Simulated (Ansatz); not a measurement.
Relaxation of ZrO4H4 with RKS PBE-D4/def2-SVP.

```sh
$ ansatz run in.yaml --threads 4 --pin off --events-out ev --progress --plain --max-ram 3916MiB
```

```yaml
crystal:
  periodic: [false, false, false]
  atoms:
    - {symbol: Zr, position_ang: [0.547320, -0.836400, 0.471480]}
    - {symbol: O, position_ang: [1.419920, 0.168390, -0.965860]}
    - {symbol: O, position_ang: [0.708300, 1.253970, -0.480370]}
    - {symbol: O, position_ang: [-1.480080, 0.556840, -0.528440]}
    - {symbol: O, position_ang: [-0.495360, 1.357710, -1.155610]}
    - {symbol: H, position_ang: [-0.237150, -0.020080, 1.975920]}
    - {symbol: H, position_ang: [-2.079770, 1.189570, -0.078460]}
    - {symbol: H, position_ang: [2.141950, -1.529020, 1.055210]}
    - {symbol: H, position_ang: [-0.525120, -2.140980, -0.293870]}
basis:
  gaussian: {orbitals: def2-SVP}
hamiltonian: {xc: pbe, dispersion: d4}
scf: {omitted_lower_state_checks: [starts]}
output: {orbitals: {seedname: orbitals}}
relax: {f_tol: 0.02, max_steps: 100}
```

It took 21 s on 4 threads of Arm Neoverse V1 on a shared host.

Positions (Å) and forces (eV/Å) at steps 1, 2, 3, 4, 5, 6, 7, 8, 9, 10, 11, 12, 13, 14, 15 of 15:

```xyz
9
step=1 energy=-9512.0629 eV
Zr    0.547   -0.836    0.471   -0.440   -1.007    1.347
O     1.420    0.168   -0.966    1.247   -0.717   -1.674
O     0.708    1.254   -0.480    0.250    1.268    1.733
O    -1.480    0.557   -0.528   -0.313   -1.105    0.108
O    -0.495    1.358   -1.156   -1.181    1.531   -1.878
H    -0.237   -0.020    1.976    0.016    0.042   -0.143
H    -2.080    1.190   -0.078    0.216    0.335    0.284
H     2.142   -1.529    1.055    0.231   -0.229    0.217
H    -0.525   -2.141   -0.294   -0.026   -0.118    0.006
9
step=2 energy=-9512.3458 eV
Zr    0.573   -0.881    0.501    0.225   -0.048   -0.080
O     1.332    0.189   -1.036    0.257   -0.509   -0.312
O     0.655    1.285   -0.448    0.450    0.529    0.439
O    -1.499    0.580   -0.710   -0.975    1.096    1.272
O    -0.531    1.547   -1.183   -0.572   -0.076   -0.036
H    -0.234    0.032    1.912   -0.122   -0.080   -0.011
H    -1.979    1.119    0.041    0.959   -1.077   -1.369
H     2.177   -1.643    1.167   -0.271    0.101   -0.042
H    -0.494   -2.227   -0.243    0.051    0.065    0.139
9
step=3 energy=-9512.4434 eV
Zr    0.591   -0.847    0.444   -0.161   -0.104    0.081
O     1.324    0.200   -1.127    0.044   -0.085   -0.119
O     0.707    1.329   -0.499    0.283    0.010    0.194
O    -1.469    0.587   -0.703   -0.321    0.737    0.953
O    -0.543    1.606   -1.154   -0.465   -0.147    0.022
H    -0.372   -0.024    1.826    0.017    0.066   -0.086
H    -1.851    1.015    0.144    0.500   -0.558   -1.031
H     2.105   -1.620    1.210    0.043    0.035    0.033
H    -0.492   -2.246   -0.140    0.059    0.045   -0.048
9
step=4 energy=-9512.4847 eV
Zr    0.574   -0.857    0.425   -0.082    0.191    0.051
O     1.300    0.170   -1.165   -0.005    0.070   -0.003
O     0.736    1.317   -0.505    0.235   -0.310    0.087
O    -1.461    0.593   -0.670    0.002    0.371    0.299
O    -0.550    1.623   -1.105   -0.411   -0.109   -0.005
H    -0.427    0.046    1.733    0.023   -0.062   -0.025
H    -1.777    0.951    0.211    0.198   -0.162   -0.394
H     2.080   -1.577    1.255    0.042    0.015    0.027
H    -0.475   -2.265   -0.181   -0.001   -0.004   -0.037
9
step=5 energy=-9512.5035 eV
Zr    0.556   -0.851    0.424    0.137    0.005   -0.026
O     1.275    0.129   -1.201   -0.063    0.208    0.124
O     0.755    1.285   -0.521    0.253   -0.410    0.029
O    -1.465    0.619   -0.657    0.146    0.106   -0.131
O    -0.555    1.633   -1.087   -0.357   -0.015   -0.052
H    -0.472    0.033    1.717   -0.047    0.046   -0.027
H    -1.704    0.923    0.255   -0.026    0.044    0.102
H     2.076   -1.510    1.297   -0.036    0.016   -0.029
H    -0.465   -2.261   -0.227   -0.006   -0.001    0.010
9
step=6 energy=-9512.5211 eV
Zr    0.557   -0.857    0.411    0.122    0.051   -0.001
O     1.256    0.086   -1.247   -0.119    0.271    0.250
O     0.781    1.230   -0.524    0.326   -0.434   -0.107
O    -1.476    0.658   -0.621    0.043    0.099   -0.228
O    -0.567    1.642   -1.051   -0.261    0.051   -0.081
H    -0.565    0.048    1.622    0.024    0.009    0.051
H    -1.624    0.908    0.330   -0.057   -0.052    0.159
H     2.077   -1.440    1.344   -0.084    0.002   -0.065
H    -0.439   -2.276   -0.264    0.008    0.001    0.023
9
step=7 energy=-9512.5397 eV
Zr    0.559   -0.857    0.416    0.118    0.051    0.003
O     1.216    0.049   -1.283   -0.071    0.178    0.304
O     0.805    1.166   -0.511    0.375   -0.267   -0.230
O    -1.504    0.720   -0.651    0.030    0.159    0.535
O    -0.579    1.687   -1.005   -0.217    0.076   -0.082
H    -0.610    0.077    1.580   -0.017    0.001   -0.032
H    -1.555    0.839    0.361   -0.125   -0.201   -0.449
H     2.082   -1.393    1.370   -0.094   -0.018   -0.088
H    -0.414   -2.287   -0.276    0.000    0.021    0.039
9
step=8 energy=-9512.5610 eV
Zr    0.563   -0.833    0.419    0.054   -0.092    0.122
O     1.220    0.048   -1.283    0.006    0.097   -0.010
O     0.844    1.162   -0.524    0.232   -0.128   -0.009
O    -1.499    0.706   -0.655    0.180    0.275    0.413
O    -0.590    1.699   -0.971   -0.388   -0.034   -0.088
H    -0.635    0.109    1.550   -0.002    0.006    0.025
H    -1.556    0.778    0.367   -0.040   -0.136   -0.443
H     2.075   -1.408    1.351   -0.019   -0.012   -0.018
H    -0.423   -2.262   -0.253   -0.023    0.024    0.008
9
step=9 energy=-9512.5858 eV
Zr    0.589   -0.809    0.442    0.015    0.035    0.001
O     1.228    0.047   -1.283   -0.023   -0.021   -0.132
O     0.903    1.156   -0.532    0.062   -0.037    0.113
O    -1.501    0.711   -0.699    0.076    0.035    0.449
O    -0.646    1.736   -0.925   -0.120   -0.055   -0.006
H    -0.643    0.149    1.540   -0.029   -0.028   -0.063
H    -1.560    0.666    0.335   -0.002    0.045   -0.420
H     2.089   -1.452    1.332    0.036    0.000    0.051
H    -0.458   -2.203   -0.210   -0.016    0.026    0.007
9
step=10 energy=-9512.5923 eV
Zr    0.610   -0.806    0.440    0.025    0.071   -0.041
O     1.224    0.037   -1.306   -0.032   -0.035   -0.041
O     0.934    1.141   -0.539   -0.028   -0.024    0.063
O    -1.498    0.717   -0.687   -0.081    0.020    0.271
O    -0.662    1.745   -0.901    0.046    0.006   -0.002
H    -0.678    0.128    1.491    0.017   -0.010    0.049
H    -1.561    0.656    0.346    0.040   -0.019   -0.328
H     2.105   -1.441    1.352    0.000   -0.004    0.030
H    -0.474   -2.177   -0.196    0.011   -0.004   -0.001
9
step=11 energy=-9512.5961 eV
Zr    0.618   -0.808    0.437    0.066    0.012    0.016
O     1.198    0.031   -1.322    0.018    0.031    0.064
O     0.929    1.136   -0.539   -0.032   -0.116   -0.079
O    -1.506    0.739   -0.691    0.023   -0.034   -0.041
O    -0.651    1.756   -0.894   -0.015    0.071    0.058
H    -0.676    0.104    1.497    0.005    0.014   -0.006
H    -1.550    0.650    0.328   -0.048    0.034    0.016
H     2.109   -1.430    1.376   -0.031    0.001   -0.024
H    -0.471   -2.177   -0.192    0.012   -0.014   -0.004
9
step=12 energy=-9512.5924 eV rejected
Zr    0.630   -0.808    0.453    0.011   -0.120    0.014
O     1.191    0.016   -1.318   -0.104    0.047   -0.086
O     0.921    1.117   -0.540    0.219    0.174    0.107
O    -1.504    0.753   -0.721   -0.163    0.069    0.017
O    -0.654    1.782   -0.865    0.081   -0.169   -0.092
H    -0.655    0.096    1.517   -0.038    0.046   -0.022
H    -1.603    0.664    0.287   -0.006   -0.058    0.047
H     2.130   -1.442    1.365   -0.008    0.014    0.010
H    -0.457   -2.179   -0.178    0.009   -0.002    0.005
9
step=13 energy=-9512.5988 eV
Zr    0.628   -0.811    0.443    0.003    0.011    0.017
O     1.193    0.024   -1.323   -0.001   -0.004   -0.005
O     0.933    1.125   -0.538   -0.002    0.004   -0.010
O    -1.512    0.750   -0.702    0.013    0.042   -0.008
O    -0.654    1.769   -0.878   -0.010   -0.054    0.028
H    -0.667    0.107    1.496    0.001   -0.002   -0.008
H    -1.579    0.655    0.313   -0.005    0.008   -0.005
H     2.118   -1.438    1.375   -0.008    0.003   -0.006
H    -0.459   -2.182   -0.186    0.009   -0.008   -0.003
9
step=14 energy=-9512.5992 eV
Zr    0.630   -0.816    0.448    0.023    0.031   -0.020
O     1.178    0.015   -1.328    0.012   -0.042    0.004
O     0.933    1.117   -0.540    0.007   -0.002    0.015
O    -1.518    0.770   -0.705   -0.022   -0.033    0.057
O    -0.647    1.776   -0.869    0.006    0.047   -0.005
H    -0.670    0.101    1.492   -0.012    0.004   -0.002
H    -1.589    0.667    0.310   -0.002   -0.002   -0.037
H     2.123   -1.432    1.380   -0.008    0.003   -0.006
H    -0.440   -2.198   -0.187   -0.003   -0.005   -0.006
9
step=15 energy=-9512.5995 eV
Zr    0.632   -0.814    0.448    0.014    0.008   -0.010
O     1.177    0.010   -1.330    0.000   -0.013    0.007
O     0.938    1.113   -0.543    0.000   -0.004    0.004
O    -1.520    0.773   -0.704   -0.005    0.003    0.005
O    -0.648    1.779   -0.863   -0.003    0.007   -0.004
H    -0.674    0.100    1.488   -0.008    0.005    0.003
H    -1.591    0.665    0.309    0.004   -0.005    0.001
H     2.124   -1.430    1.382   -0.002    0.002   -0.001
H    -0.437   -2.197   -0.187    0.000   -0.001   -0.005
```

In the def2 sets Zr takes a core potential; there is no spin–orbit coupling. The structure holds 2 bonds between oxygen atoms, so isomers without such links may lie far lower. The restricted singlet is unstable towards broken spin symmetry in Hartree–Fock (as tested in another run); at PBE-D4/def2-SVP this wasn't settled. Another isomer (singlet) lies 9.96 eV lower at PBE0-D4/def2-TZVP; other spin states weren't run for this one.
